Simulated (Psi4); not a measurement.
Conformational energy of SMILES c1csc(-c2cccs2)c1 (C8H6S2). Scanned: dihedral S3–C4–C5–S9; all other coordinates were relaxed at GFN2-xTB. Points at φ and −φ are mirror images.

Geometry of the scan point at -140° (Å):
```
16

C     -2.9743    -0.1665     0.4232
C     -3.0101    -0.1908    -0.9339
S     -1.4431    -0.0663    -1.6288
C     -0.7164     0.0476    -0.0505
C      0.7091     0.1181     0.0955
C      1.6166     0.7269    -0.7272
C      2.9505     0.5374    -0.3152
C      3.0502    -0.2311     0.7997
S      1.5145    -0.7450     1.3755
C     -1.6656    -0.0442     0.9302
H     -3.8502    -0.2336     1.0432
H     -3.8625    -0.2742    -1.5783
H      1.3269     1.3024    -1.5883
H      3.7982     0.9554    -0.8280
H      3.9335    -0.5322     1.3267
H     -1.4249    -0.0088     1.9778
```

Level of theory: Psi4 1.11 with PBE-D3(BJ)/def2-SVP // GFN2-xTB.

Scanned values (°): -160, -140, -120, -100, -80, -60, -40, -20, 0, 20, 40, 60, 80, 100, 120, 140, 160, 180.

Question: At which scan points does the profile have its minima and maxima, and how high do they lie?

Answer: Lower than their neighbours: -20° (2.2 kJ/mol), 20° (2.2 kJ/mol), 180° (0.0 kJ/mol). Higher than their neighbours: -80° (14.2 kJ/mol), 0° (2.5 kJ/mol), 80° (14.2 kJ/mol). The whole profile spans 14.2 kJ/mol.
